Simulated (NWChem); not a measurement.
AlGeH5; SMILES [GeH3][AlH2]

All runs: NWChem. Pople sets run with spherical d functions. Each level has its own optimisation; frequencies are unscaled.

For level Hartree-Fock/3-21G:

| Quantity | Result |
|---|---|
| highest harmonic frequency (cm⁻¹) | 2127 |

Task: Estimate the same quantities for level Hartree-Fock/6-31G*.

Result: 
* **highest harmonic frequency (cm⁻¹)**: 2202
